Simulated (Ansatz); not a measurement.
BH7SeSi2, relaxed with RKS PBE-D4/def2-SVP in the Gaussian-basis code of Ansatz from a rough embedded geometry. The force threshold is 0.03 eV/Å; the program also tests the step.

Total charge 0; spin multiplicity 1. The bonds changed during the relaxation, so this is another structure than the one it started from.

Start:

```xyz
11

B     1.911   -0.287    0.091
Si    0.747    0.946   -0.715
Se   -1.012   -0.181   -1.595
Si   -1.887   -0.551    0.409
H     2.958    0.085    0.635
H     1.736   -1.468    0.083
H     1.445    1.692   -1.803
H     0.280    1.943    0.264
H    -2.119    0.628    1.127
H    -0.919   -1.438    1.194
H    -3.140   -1.370    0.309
```

Question: How much energy does the relaxation release, and in how many steps? (An estimate is asked.)

Answer: The calculation gave: 41.03 kJ/mol, in 6 steps, 1 of them rejected.

Question: Which bonds change most? (An estimate is asked.)

Answer: Ansatz gave: B1–Si2 from 1.877 to 2.017 Å; Si4–H9 from 1.400 to 1.505 Å; Se3–Si4 from 2.218 to 2.299 Å; Si2–Se3 from 2.266 to 2.319 Å.

Question: Give the relaxed structure. (Best estimate.)

Answer: Ansatz gave: 
```xyz
11

B     2.036   -0.344    0.131
Si    0.770    0.966   -0.734
Se   -1.145    0.015   -1.632
Si   -1.959   -0.610    0.425
H     3.146    0.048    0.447
H     1.748   -1.503    0.349
H     1.436    1.675   -1.888
H     0.396    2.024    0.284
H    -2.385    0.585    1.236
H    -0.904   -1.354    1.202
H    -3.141   -1.504    0.181
```
